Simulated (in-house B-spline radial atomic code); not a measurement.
One electron outside the 1s2 core: Tc⁴⁰⁺

Computed with a B-spline radial code for spherical atoms, no-pair Dirac-Coulomb Hamiltonian, finite nucleus. Rungs: frozen-core Dirac-Hartree-Fock (DHF); Brueckner orbitals from the second-order correlation potential; the same with the Coulomb interaction screened by the core and the hole-particle interaction summed; Breit and QED terms from differences of relaxed Dirac-Fock atoms, where computed. Partial waves beyond l = 6 are extrapolated. The tables show a selection of states; those near core-excited levels, with erratic corrections or far from their DHF start are never shown.

Command:
```bash
python run_mb.py task.json out
```
Settings (nuclear radius in fm, box in bohr, cutoff in hartree):
```
basis_form          2
Z                   43
core_configuration  1s2
rms_radius          4.41117
mass_number         97
speed_of_light      137.036
box_radius          5.151
lmax                6
intervals           60
virtual_cutoff      3698.0
```

Time taken, with all properties: 4 s on 1 thread of AMD EPYC 9R45 96-Core Processor (shared host).

Removal energies (eV):

```json
{"state": "2s1/2", "DHF": "6013.7", "second order": "6013.87", "screened": "6013.87", "Breit + QED": "-5.52", "final": "6008.35"}
{"state": "2p1/2", "DHF": "5924.6", "second order": "5925", "screened": "5925", "Breit + QED": "-5.36", "final": "5919.65"}
{"state": "2p3/2", "DHF": "5782.49", "second order": "5782.83", "screened": "5782.83", "Breit + QED": "-2.44", "final": "5780.39"}
{"state": "3s1/2", "DHF": "2636.89", "second order": "?", "screened": "?", "Breit + QED": "?", "final": "?"}
{"state": "3p1/2", "DHF": "2612.17", "second order": "2612.27", "screened": "2612.27", "Breit + QED": "-1.5", "final": "2610.77"}
{"state": "3p3/2", "DHF": "2570.05", "second order": "2570.14", "screened": "2570.14", "Breit + QED": "-0.685", "final": "2569.45"}
{"state": "3d3/2", "DHF": "2560.84", "second order": "2560.88", "screened": "2560.88", "Breit + QED": "-0.0491", "final": "2560.83"}
{"state": "3d5/2", "DHF": "2547.97", "second order": "2548.01", "screened": "2548.01", "Breit + QED": "-0.0398", "final": "2547.97"}
{"state": "4s1/2", "DHF": "1471.5", "second order": "?", "screened": "?", "Breit + QED": "?", "final": "?"}
{"state": "4p1/2", "DHF": "1461.34", "second order": "1461.38", "screened": "1461.38", "Breit + QED": "-", "final": "-"}
```

Task: What does correlation do to 4s1/2?

Result: It adds 0.01928 eV to the removal energy in second order and 0.01945 eV with screening, giving 1471.52 eV before Breit and QED terms, which weren't computed for this state.

Task: What does correlation do to 3s1/2?

Result: It adds 0.04868 eV to the removal energy in second order and 0.04914 eV with screening; Breit and QED add -1.62 eV, for a final 2635.32 eV.

Task: How does the lowest state compare with the NIST ionisation energy?

Result: 2s1/2 is bound by 6008.354 eV, without recoil; NIST lists 6008.391 ± 0.017 eV (tabulated theory), a difference of -0.037 eV.

Electric-dipole lines from 2s1/2 (reduced matrix elements in atomic units, length form, static core polarisation, sign of DHF taken positive):

```
upper      DHF  + core polarisation  + Brueckner  λ (nm)   A (s⁻¹)
2p1/2  0.09871              0.09858      0.09857  13.977   3.6e+09
2p3/2   0.1429               0.1427       0.1427  5.4388  6.41e+10
```

Magnetic hyperfine constants per unit nuclear g factor (MHz, nucleus as a uniformly magnetised ball; they apply to isotopes with nuclear spin):

```tsv
state	DHF	+ core polarisation	+ Brueckner
2s1/2	2.861e+06	2.908e+06	2.908e+06
2p1/2	920500	932400	932500
2p3/2	155500	146200	146200
3s1/2	839700	852400	852500
3p1/2	274100	276800	276800
3p3/2	46450	44390	44390
```
